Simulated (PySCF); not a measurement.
Run record: geometry optimisation, perfluoroethyl iodide, `FC(F)(F)C(F)(F)I`.

Method: PBE0-D3(BJ)/def2-SVP geometry optimisation, gas phase, def2 core potentials past Kr (PySCF 2.14.0). Start geometry: GFN2-xTB. A driver script takes a list of jobs; this job's settings line and coordinates (Å) are shown.

Input:
```
{"job": {"xc": "PBE0", "basis": "def2-SVP", "d3": "d3bj", "grid": 1, "maxiter": 30, "shake": 0.01, "kind": "geom"}, "charge": 0, "multiplicity": 1}
F     -1.659740     0.503880     0.545890
C     -0.772150    -0.052890    -0.232860
F     -1.086960    -1.342360    -0.337130
F     -0.819950     0.490580    -1.447790
C      0.649270     0.131670     0.335430
F      0.707160    -0.379430     1.570780
F      0.933440     1.438860     0.456720
I      2.104070    -0.809450    -0.943500
```

Output:
```
step   0  E = -872.14172343  max force = 0.016794
step   1  E = -872.14234547  max force = 0.022585
step   2  E = -872.14321483  max force = 0.007853
step   3  E = -872.14335736  max force = 0.001718
step   4  E = -872.14339498  max force = 0.001017
step   5  E = -872.14341891  max force = 0.001918
step   6  E = -872.14343367  max force = 0.001451
step   7  E = -872.14343978  max force = 0.000612
step   8  E = -872.14343972  max force = 0.000168
optimisation converged
```

Energies in Eh; «max force» is the largest Cartesian gradient component in Eh/bohr.

**Question.** How much energy does the optimisation release, in kcal/mol?

**Answer.** E(step 0) − E(last step) = 0.001716 Eh, which is 1.1 kcal/mol.

Main results: final energy -872.14344 Eh after 8 steps; dipole 0.74 D.

**Question.** Give the final coordinates.

**Answer.** 0.039 Å rms from the input after alignment:
```
atom  x, y, z in Å
F1    -1.5301    0.5786    0.7812
C2    -0.7664   -0.2446    0.0755
F3    -0.7518   -1.4260    0.6690
F4    -1.2768   -0.3676   -1.1379
C5     0.6605    0.3452    0.0021
F6     1.1088    0.5125    1.2408
F7     0.5928    1.5287   -0.5961
I8     2.0104   -0.9495   -1.0911
```

Hardware: one thread of an Arm Neoverse N1, shared host. Cost: 1.9 min, 0.53 GiB resident at most.
Labels such as C1 count atoms from 1, the log's own numbers from 0.
